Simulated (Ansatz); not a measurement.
Born–Oppenheimer molecular dynamics of C2H7AlSSi (12 atoms, charge 0, multiplicity 1). It starts from a relaxed structure.

These are results of RKS PBE0-D4/STO-3G (Ansatz 0.2.0), not measurements.

| Quantity | Value |
| --- | --- |
| ensemble | NVT, Nosé–Hoover chain |
| time step | 1 fs |
| steps asked | 133 |
| set temperature | 300 K |
| thermostat | time constant 20 fs, chain length 3 |
| seed | 665441 |

Frames 5 fs apart, positions in Å, forces in eV/Å.

Velocities at 0.0 fs (Å/ps):

```
Si -0.17 4.29 -0.18
Al 1.69 -3.64 -0.48
C 4.33 -6.59 1.03
C 0.67 -1.72 -1.39
S -1.70 2.32 -0.95
H -17.37 -8.61 -1.65
H -2.00 20.20 -11.41
H 2.07 -26.32 -2.10
H -12.76 -1.75 8.25
H 15.27 13.74 7.53
H -32.36 20.25 28.30
H 1.05 -14.38 23.70
```

```xyz
12
Properties=species:S:1:pos:R:3:forces:R:3 time_fs=0.0 energy_less_start_eV=0.000 T=300
Si -2.295 1.028 0.428 0.00 0.00 0.00
Al -0.325 -0.091 0.248 0.00 0.00 0.00
C 0.722 -1.608 0.067 0.00 0.00 0.00
C 1.518 -0.222 0.010 0.00 -0.01 0.00
S 2.379 0.077 -1.558 0.01 0.01 -0.01
H -2.874 1.253 -0.877 0.00 0.00 0.00
H -3.274 0.304 1.206 0.00 0.00 0.00
H -2.141 2.324 1.048 0.00 0.00 0.00
H 0.744 -2.175 -0.869 0.00 0.00 0.00
H 1.020 -2.257 0.895 0.00 0.00 0.00
H 2.197 -0.117 0.869 0.00 0.00 0.01
H 2.406 1.429 -1.434 0.00 0.00 0.00
12
Properties=species:S:1:pos:R:3:forces:R:3 time_fs=5.0 energy_less_start_eV=0.183 T=163
Si -2.296 1.047 0.424 0.04 -0.83 -0.48
Al -0.317 -0.110 0.245 -0.57 -0.06 -0.08
C 0.743 -1.635 0.077 -0.13 0.69 0.57
C 1.519 -0.231 0.005 -0.78 -0.04 -0.05
S 2.370 0.087 -1.562 0.24 0.16 0.59
H -2.941 1.219 -0.867 0.31 0.25 0.09
H -3.310 0.375 1.181 -0.06 -0.29 0.32
H -2.118 2.297 1.077 0.06 0.66 0.06
H 0.695 -2.210 -0.857 0.33 0.01 0.23
H 1.093 -2.218 0.933 -0.18 -0.41 -0.26
H 2.048 -0.032 0.960 0.60 -0.31 -0.70
H 2.419 1.419 -1.321 0.14 0.15 -0.29
12
Properties=species:S:1:pos:R:3:forces:R:3 time_fs=10.0 energy_less_start_eV=0.210 T=152
Si -2.296 1.059 0.417 0.02 0.21 1.29
Al -0.315 -0.129 0.242 -1.12 -0.02 0.05
C 0.761 -1.649 0.098 -0.24 0.47 0.60
C 1.506 -0.240 -0.004 -0.46 0.04 -0.44
S 2.364 0.098 -1.562 0.30 0.55 0.53
H -2.947 1.241 -0.849 0.11 0.29 -0.33
H -3.341 0.394 1.212 0.62 0.15 -0.21
H -2.087 2.379 1.100 -0.17 -1.03 -0.79
H 0.715 -2.245 -0.815 0.22 0.06 -0.22
H 1.129 -2.263 0.924 -0.13 -0.12 0.02
H 2.038 -0.009 0.925 0.78 -0.26 -0.14
H 2.461 1.434 -1.273 0.08 -0.34 -0.36
12
Properties=species:S:1:pos:R:3:forces:R:3 time_fs=15.0 energy_less_start_eV=0.173 T=211
Si -2.295 1.072 0.418 0.64 -1.46 -1.42
Al -0.322 -0.149 0.239 -1.30 0.08 0.32
C 0.775 -1.657 0.130 -0.31 -0.49 -0.70
C 1.486 -0.249 -0.018 1.39 0.50 0.73
S 2.359 0.113 -1.559 0.13 -0.79 -0.65
H -2.914 1.325 -0.880 0.20 -0.15 0.31
H -3.267 0.425 1.224 -0.49 -0.36 0.39
H -2.078 2.319 0.989 0.32 1.47 0.70
H 0.788 -2.256 -0.798 -0.15 0.35 0.09
H 1.136 -2.334 0.914 0.00 0.46 0.23
H 2.181 -0.052 0.826 -0.43 -0.15 -0.14
H 2.527 1.416 -1.295 0.00 0.54 0.16
12
Properties=species:S:1:pos:R:3:forces:R:3 time_fs=20.0 energy_less_start_eV=0.308 T=140
Si -2.290 1.077 0.411 0.84 0.68 0.92
Al -0.341 -0.171 0.239 -0.37 0.06 0.42
C 0.784 -1.671 0.153 -0.39 0.59 -0.95
C 1.488 -0.249 -0.022 0.88 0.22 0.67
S 2.355 0.125 -1.560 0.22 0.31 -1.11
H -2.846 1.387 -0.873 -0.34 -0.29 -0.29
H -3.255 0.406 1.289 0.17 0.37 -0.48
H -2.022 2.446 0.961 -0.16 -1.26 -0.20
H 0.833 -2.217 -0.787 -0.27 -0.46 -0.21
H 1.145 -2.317 0.958 0.07 0.27 0.13
H 2.273 -0.126 0.722 -0.37 0.30 0.99
H 2.590 1.462 -1.297 -0.30 -0.79 0.09
12
Properties=species:S:1:pos:R:3:forces:R:3 time_fs=25.0 energy_less_start_eV=0.196 T=259
Si -2.276 1.086 0.408 0.61 -0.40 -0.58
Al -0.365 -0.194 0.243 0.79 0.11 0.27
C 0.787 -1.676 0.157 -0.12 0.74 -1.07
C 1.509 -0.244 -0.010 -0.13 -0.04 0.91
S 2.352 0.138 -1.570 -0.17 -1.28 -0.74
H -2.834 1.381 -0.902 -0.12 -0.35 0.25
H -3.232 0.450 1.277 -0.28 0.09 -0.07
H -1.979 2.387 0.924 0.10 0.26 0.38
H 0.821 -2.255 -0.785 -0.04 -0.20 0.62
H 1.166 -2.231 1.026 -0.16 -0.11 -0.33
H 2.260 -0.143 0.797 -0.56 0.30 0.04
H 2.605 1.406 -1.265 0.08 0.91 0.32
12
Properties=species:S:1:pos:R:3:forces:R:3 time_fs=30.0 energy_less_start_eV=0.205 T=293
Si -2.255 1.093 0.401 0.31 -0.56 -0.22
Al -0.385 -0.217 0.249 1.38 0.28 -0.04
C 0.787 -1.666 0.144 0.02 0.52 0.37
C 1.527 -0.240 0.018 -1.88 -0.17 -0.49
S 2.348 0.147 -1.585 0.07 0.76 1.28
H -2.856 1.300 -0.896 0.02 0.09 0.00
H -3.268 0.522 1.243 -0.20 -0.09 0.16
H -1.910 2.365 0.963 -0.01 0.32 0.04
H 0.800 -2.360 -0.694 0.23 -0.02 -0.34
H 1.154 -2.164 1.042 -0.22 -0.33 0.08
H 2.139 -0.090 0.918 0.42 0.09 -0.33
H 2.618 1.449 -1.183 -0.15 -0.87 -0.51
12
Properties=species:S:1:pos:R:3:forces:R:3 time_fs=35.0 energy_less_start_eV=0.422 T=149
Si -2.232 1.095 0.393 -0.45 0.39 1.27
Al -0.394 -0.240 0.256 0.97 0.59 -0.29
C 0.787 -1.649 0.134 0.16 -1.47 0.80
C 1.512 -0.238 0.039 -1.35 0.35 -1.13
S 2.343 0.158 -1.592 -0.64 -1.20 1.39
H -2.876 1.232 -0.888 0.19 0.39 -0.20
H -3.333 0.585 1.232 0.72 0.12 -0.25
H -1.843 2.408 1.010 -0.46 -1.02 -0.83
H 0.829 -2.447 -0.635 0.25 0.91 -0.21
H 1.088 -2.157 1.063 -0.17 0.11 0.01
H 2.089 -0.018 0.958 0.49 -0.27 -0.61
H 2.613 1.389 -1.182 0.29 1.08 0.06
12
Properties=species:S:1:pos:R:3:forces:R:3 time_fs=40.0 energy_less_start_eV=0.324 T=245
Si -2.210 1.097 0.391 -0.46 -1.67 -1.42
Al -0.394 -0.259 0.260 0.17 0.78 -0.41
C 0.789 -1.654 0.140 -0.11 -0.42 0.64
C 1.470 -0.229 0.040 0.31 0.71 -1.01
S 2.334 0.164 -1.589 -0.53 0.38 1.57
H -2.847 1.246 -0.914 0.41 0.22 0.23
H -3.283 0.659 1.196 -0.53 -0.49 0.69
H -1.846 2.319 0.915 0.49 1.88 0.50
H 0.917 -2.377 -0.655 0.10 -0.13 -0.50
H 0.988 -2.142 1.097 0.34 -0.14 0.06
H 2.153 0.002 0.873 0.04 -0.28 -0.07
H 2.648 1.458 -1.204 -0.25 -0.83 -0.29
12
Properties=species:S:1:pos:R:3:forces:R:3 time_fs=45.0 energy_less_start_eV=0.399 T=209
Si -2.191 1.092 0.383 -0.24 1.44 1.30
Al -0.393 -0.271 0.261 -0.36 0.68 -0.33
C 0.791 -1.671 0.155 0.24 0.07 -0.96
C 1.433 -0.206 0.021 1.67 0.20 0.03
S 2.320 0.171 -1.574 -0.88 -1.28 0.01
H -2.740 1.315 -0.917 -0.24 -0.06 -0.42
H -3.286 0.653 1.266 0.54 0.14 -0.46
H -1.792 2.475 0.858 -0.37 -1.52 -0.41
H 1.022 -2.289 -0.735 -0.47 -0.21 0.81
H 0.961 -2.154 1.129 0.62 -0.18 -0.46
H 2.223 -0.035 0.767 -0.51 0.10 0.51
H 2.648 1.428 -1.265 0.00 0.62 0.39
12
Properties=species:S:1:pos:R:3:forces:R:3 time_fs=50.0 energy_less_start_eV=0.357 T=259
Si -2.173 1.095 0.380 -0.33 -0.06 -1.10
Al -0.395 -0.278 0.259 -0.11 0.30 -0.14
C 0.797 -1.685 0.157 0.31 1.19 -0.34
C 1.424 -0.180 0.001 1.16 -0.86 0.83
S 2.300 0.170 -1.558 -0.10 0.07 -0.44
H -2.666 1.365 -0.975 -0.16 -0.51 0.51
H -3.211 0.659 1.270 -0.34 -0.01 -0.01
H -1.785 2.405 0.747 0.33 0.64 0.62
H 1.039 -2.279 -0.708 -0.38 -0.74 -0.49
H 1.072 -2.206 1.078 0.33 0.10 -0.03
H 2.193 -0.053 0.773 -0.42 0.37 0.50
H 2.630 1.469 -1.261 -0.29 -0.50 0.08
12
Properties=species:S:1:pos:R:3:forces:R:3 time_fs=55.0 energy_less_start_eV=0.260 T=361
Si -2.157 1.098 0.371 0.14 0.41 0.01
Al -0.398 -0.283 0.256 0.43 0.00 0.09
C 0.812 -1.682 0.148 1.09 -0.36 -0.43
C 1.436 -0.168 -0.004 -0.46 -1.39 1.05
S 2.278 0.169 -1.545 0.46 0.03 -0.55
H -2.641 1.312 -0.957 -0.47 -0.16 -0.31
H -3.196 0.667 1.263 -0.32 0.05 0.01
H -1.719 2.424 0.753 -0.03 -0.14 0.27
H 0.950 -2.378 -0.715 -0.38 0.88 0.26
H 1.261 -2.230 0.999 -0.47 0.46 0.01
H 2.069 0.008 0.885 0.04 0.11 -0.34
H 2.560 1.454 -1.228 -0.03 0.11 -0.07
```

Of the whole run (133 fs, mean temperature of the second half 315 K): The conserved energy stayed within 1.1 meV per atom of its start (net change 0.47 meV per atom), so the integration is sound. A run of 0.13 ps of so small a system gives no equilibrium averages. Limits of this set-up: minimal basis.

Run time: 9.9 min on 1 thread of AMD EPYC (Zen 3), on a shared host, peak memory 0.11 GiB.
